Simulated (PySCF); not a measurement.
H₄Ge.

```xyz
5

Ge     0.0000     0.0000     0.0000
H      0.8867    -0.8867    -0.8867
H     -0.8867    -0.8867     0.8867
H     -0.8867     0.8867    -0.8867
H      0.8867     0.8867     0.8867
```

The structure is a stationary point at B3LYP-D3(BJ)/def2-TZVP.

These are HF/pcSseg-2 (PySCF) values and carry that method's errors. Non-relativistic, no solvent.

Computed absolute GIAO shielding of each atom: isotropic value and principal components (ppm):
| atom | σ(iso) | σ11 | σ22 | σ33 | span |
|---|---|---|---|---|---|
| Ge1 | 1766.1 | 1766.1 | 1766.1 | 1766.1 | 0.0 |
| H2 | 28.2 | 22.8 | 22.8 | 39.1 | 16.4 |
| H3 | 28.2 | 22.8 | 22.8 | 39.1 | 16.4 |
| H4 | 28.2 | 22.8 | 22.8 | 39.1 | 16.4 |
| H5 | 28.2 | 22.8 | 22.8 | 39.1 | 16.4 |
